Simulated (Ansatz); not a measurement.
Two members of one family (Series NbX4), computed with Ansatz in the gas phase; def2 core potentials for Nb, no spin–orbit coupling. The two geometries come from different levels. HOMO and LUMO are taken over both spins. Binding counts from free atoms in the multiplicity of their measured ground term, without zero-point energy. The spins of the ions were chosen, not always searched. A dash marks a value that wasn't run or was left out as unsound. The structures are stationary points that may keep the symmetry of their start.

First: NbCl4 (doublet, charge 0, r2SCAN-D4/def2-SVP geometry; oxidised ion singlet).

```xyz
5

Nb    0.000    0.000    0.000
Cl    0.849    0.440   -2.076
Cl    1.851   -0.315    1.304
Cl   -1.270   -1.863    0.373
Cl   -1.429    1.738    0.398
```

```tsv
level	HOMO (eV)	LUMO (eV)	gap (eV)	vertical IE (eV)	binding per atom (eV)
PBE-D4/def2-TZVP	-4.87	-4.58	0.30	7.68	3.80
r2SCAN-D4/def2-TZVP	-5.34	-4.66	0.68	–	3.69
PBE0-D4/def2-SVP	-6.53	-3.86	2.68	–	3.66
PBE0-D4/def2-TZVP	-6.55	-3.92	2.63	8.26	3.62
ωB97M-V/def2-TZVP	-8.88	-1.82	7.05	–	3.64
```

Metal–donor distances: 4 × Cl 2.29 Å.

Second: NbF4 (doublet, charge 0, PBE0-D4/def2-SVP geometry; oxidised ion singlet).

Cartesian coordinates in Å:
```
Nb 0.000 0.000 0.000
F -0.112 1.000 1.559
F 0.811 1.248 -1.109
F -1.301 -0.643 -1.158
F 0.602 -1.606 0.708
```

Question: What does the change do? Estimate second minus first.

Answer: 
```json
{"level": "PBE-D4/def2-TZVP", "Δ HOMO (eV)": "0.00", "Δ LUMO (eV)": "1.08", "Δ gap (eV)": "1.08", "Δ vertical IE (eV)": "0.83", "Δ binding per atom (eV)": "1.24"}
{"level": "r2SCAN-D4/def2-TZVP", "Δ HOMO (eV)": "0.00", "Δ LUMO (eV)": "1.19", "Δ gap (eV)": "1.19", "Δ vertical IE (eV)": "–", "Δ binding per atom (eV)": "1.15"}
{"level": "PBE0-D4/def2-SVP", "Δ HOMO (eV)": "-0.03", "Δ LUMO (eV)": "1.27", "Δ gap (eV)": "1.30", "Δ vertical IE (eV)": "–", "Δ binding per atom (eV)": "1.16"}
{"level": "PBE0-D4/def2-TZVP", "Δ HOMO (eV)": "-0.07", "Δ LUMO (eV)": "1.31", "Δ gap (eV)": "1.38", "Δ vertical IE (eV)": "0.87", "Δ binding per atom (eV)": "1.07"}
{"level": "ωB97M-V/def2-TZVP", "Δ HOMO (eV)": "-0.09", "Δ LUMO (eV)": "1.05", "Δ gap (eV)": "1.14", "Δ vertical IE (eV)": "–", "Δ binding per atom (eV)": "1.16"}
```

Metal–donor distances: 4 × F 1.86 Å.
